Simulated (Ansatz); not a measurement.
System: BNH4, charge 0, triplet. This triplet is an excited state, 4.5 eV above the singlet at CCSD(T)/cc-pVQZ (Ansatz, a program for electronic structure). BNH4 (parent SMILES BN, triplet).
B3LYP-D3(BJ)/def2-TZVP minimum from Ansatz:
```
N
H 1 1.0113
H 1 1.0168 2 112.37
B 1 1.4430 2 123.77 3 -180.00
H 4 1.2379 1 114.25 2 124.29
H 4 1.2379 5 97.76 1 -121.07
```
Charge 0, spin multiplicity 3.

Total energies in cc-pVTZ, 12 correlated electrons, 2 frozen orbitals. UHF or UKS for unpaired electrons; spin-orbit terms are left out. Cores are frozen in correlated methods. No relativity. The T1 diagnostic of H4BN (parent SMILES BN, triplet) reaches 0.049 in the sets run. The spin of H4BN (parent SMILES BN, triplet) was assumed, and the state is the lowest solution found for it.

| method | program | energy (Eh) | minus CCSDT(Q) (mEh) |
|---|---|---|---|
| HF | Ansatz | -81.37221 | 353.26 |
| MP2 | Ansatz | -81.67626 | 49.21 |
| CCSD | Ansatz | -81.71096 | 14.51 |
| CCSD(T) | Ansatz | -81.72368 | 1.79 |
| CCSDT(Q) | Ansatz | -81.72547 | 0.00 |
